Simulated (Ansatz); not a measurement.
Basis-set extrapolation for C2H7ClOSSi (`CO[SiH](Cl)SC`) (PBE0-D4/def2-TZVP geometry, frozen core, the Gaussian-basis code of Ansatz). Multiplicity 1, RHF reference.

```
                       def2-TZVPP    def2-QZVPP
                 HF  -1300.861749  -1300.902592
    MP2 correlation     -1.069371     -1.156717
CCSD(T) correlation     -1.180647       not run
```

Energies in hartree. Use E(X) = E(∞) + A·exp(−7.88·√X) for Hartree–Fock and E(X) = E(∞) + B·X^(−2.97) for correlation, with X = 3 and 4, and add CCSD(T) minus MP2 of the smaller set to the MP2 limit.

**Question.** What is the CCSD(T) energy at the basis-set limit?

**Answer.** HF limit: -1300.902592 + (-0.040843) × 0.13774 = -1300.90822. MP2 limit: -1.156717 + (-0.087346) × 0.74074 = -1.22142. Higher-order term: -1.180647 − (-1.069371) = -0.11128. Total: -1302.24092 hartree, 521.2 kJ/mol below CCSD(T)/def2-TZVPP.
